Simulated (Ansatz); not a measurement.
Ansatz (a quantum-chemistry and plane-wave program) input:
A basis named .json is the Basis Set Exchange file of that set.

Ansatz 0.2 input:
```yaml
crystal:
  periodic: [false, false, false]
  atoms:
    - {symbol: O, position_ang: [-1.43584932, 0.23764025, 0.24271083]}
    - {symbol: Si, position_ang: [-0.01479057, -0.17249850, -0.24749786]}
    - {symbol: O, position_ang: [1.46173281, 0.06423212, 0.19041042]}
basis:
  gaussian:
    orbitals: aug-cc-pV_D+d_Z.json
total_charge: -1
magnetization: {spin_polarized: true, initial_magnetization: 1}
correlation: {method: ccsd_t, electrons: outside_noble_gas}
```

Problem. Which total energy does the run end on?

Solution. -439.25607 Eh (CCSD(T)/aug-cc-pV(D+d)Z). The basis has 78 functions.
